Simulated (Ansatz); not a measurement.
Gas-phase electronic energies from Ansatz, PBE0-D4/def2-TZVP geometries. CCSD(T)/CBS is the MP2 limit (def2-TZVPP, def2-QZVPP) plus CCSD(T) − MP2 in def2-TZVPP, frozen cores. Functionals use def2-TZVPP. For Ge outer-core shells are correlated without core-valence functions, which leaves a few kJ/mol of doubt a bond. Scalar relativity is left out up to krypton. One conformer a species, not always the lowest.

`[SiH3][NH][GeH3]` + `F[SiH](Cl)[GeH2][Cl]` → `Cl[SiH2][NH][GeH3]` + `F[SiH](Cl)[GeH3]`  (redistribution)

`[SiH3][NH][GeH3]`:

Z-matrix (Å, degrees):
```
Si
N 1 1.718
H 1 1.489 2 110.3
H 1 1.486 2 107.3 3 119.9
H 1 1.492 2 114.2 3 -120.6
Ge 2 1.839 1 127.5 3 -145.3
H 2 1.009 1 117.0 3 48.6
H 6 1.538 2 108.4 1 146.5
H 6 1.534 2 106.7 1 26.5
H 6 1.543 2 111.7 1 -93.5
```

`F[SiH](Cl)[GeH2][Cl]`:

Z-matrix (Å, degrees):
```
Si
Cl 1 2.037
Ge 1 2.387 2 108.8
F 1 1.592 2 108.8 3 -118.5
H 1 1.481 2 108.3 3 124.6
Cl 3 2.157 1 106.2 2 -53.6
H 3 1.536 1 112.1 2 63.1
H 3 1.536 1 113.3 2 -170.9
```

`Cl[SiH2][NH][GeH3]`:

Z-matrix (Å, degrees):
```
Si
N 1 1.700
Cl 1 2.071 2 113.9
H 1 1.480 2 109.8 3 118.4
H 1 1.479 2 108.8 3 -117.5
Ge 2 1.848 1 126.2 3 77.6
H 2 1.010 1 116.5 3 -82.3
H 6 1.537 2 108.4 1 140.5
H 6 1.533 2 105.9 1 21.0
H 6 1.539 2 110.9 1 -99.2
```

`F[SiH](Cl)[GeH3]`:

Cartesian coordinates in Å:
```
F -1.049 -1.344 1.498
Si -0.332 -1.100 0.093
Cl -1.719 -1.401 -1.382
Ge 0.467 1.136 -0.015
H 0.707 -2.145 -0.057
H 1.476 1.393 1.114
H -0.710 2.110 0.116
H 1.160 1.350 -1.368
```

(1) Is it downhill or uphill in electronic energy at CCSD(T)/CBS, and by how much? (Estimate.)

(2) What do these levels give: LDA (SPW92), B97M-V, PBE0, MP2/def2-TZVPP, MP2/def2-QZVPP, HF/CBS(def2)? (Best estimate.)

Largest T1 diagnostic among the species: 0.012.

Results:

(1) Computed: Downhill: ΔE = -53.5 kJ/mol.

(2) Computed: LDA (SPW92) -58.8, B97M-V -51.3, PBE0 -51.2, MP2/def2-TZVPP -51.5, MP2/def2-QZVPP -53.7, HF/CBS(def2) -42.8 kJ/mol.

Leaving LDA and LC-ωPBE aside and taking each functional with its dispersion term where it has one, the values, not all of them listed here, spread over 6.3 kJ/mol, from r2SCAN-D4 to BLYP-D4. LDA lies −7.6 kJ/mol from PBE without D4. At CCSD(T), def2-SVP lies +5.7 kJ/mol from the extrapolated value and def2-TZVPP +3.6 kJ/mol. In def2-TZVPP, CCSD(T) changes the Hartree–Fock value by −7.7 kJ/mol (the triples alone add −0.6 kJ/mol) and MP2 by −9.3 kJ/mol.
